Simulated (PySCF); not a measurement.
F4Te, SMILES F[Te+](F)(F)F, charge +1, multiplicity 2. Geometry: PBE0-D3(BJ)/def2-SVP. The def2 effective core potentials stand for the cores of Te; spin–orbit coupling is left out.

Question: Give the equilibrium geometry at PBE0-D3(BJ)/def2-SVP (PySCF confirms it by a frequency run) as a Z-matrix, and its point group. (Estimate from the structure and the level; the computed values follow.)

Answer: point group C2v.
```
Te
F 1 1.8554
F 1 1.8554 2 98.56
F 1 1.9244 2 95.75 3 -96.72
F 1 1.9244 2 95.75 4 -166.55
```
Charge +1, spin multiplicity 2.
